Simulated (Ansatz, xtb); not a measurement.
Species: sum formula SnOH, charge -1, multiplicity 1. 
Coordinates optimised at B3LYP-D3(BJ)/def2-TZVP (Ansatz, a quantum-chemistry and plane-wave program):
```xyz
3

Sn    -0.2367    -0.1062    -0.1925
O      1.3279     0.4841     1.0626
H      1.2145     1.4358     1.1261
```
Charge -1, spin multiplicity 1.

Harmonic wavenumbers from GFN2-xTB (xtb, at its own minimum), cm⁻¹: 336, 706, 3689.

### Question
Give the harmonic wavenumbers at B3LYP-D3(BJ)/def2-TZVP (Ansatz, finite differences of forces, unscaled).

### Answer
473, 774, 3843 cm⁻¹. Zero-point energy 7.3 kcal/mol.

### Question
From these and the geometry, give the ideal-gas thermochemistry at 298.15 K and 1 atm (rigid rotor, harmonic oscillator).

### Answer
Point group Cs, rotational symmetry number 1. Rotational constants 618.9, 7.662, 7.568 GHz. S(trans) 40.63, S(rot) 19.73, S(vib) 0.96, S(elec, spin only) 0.00, S 61.3 cal/(mol K). H(298) - H(0) 2.58 kcal/mol; G - E(el) -8.4 kcal/mol.
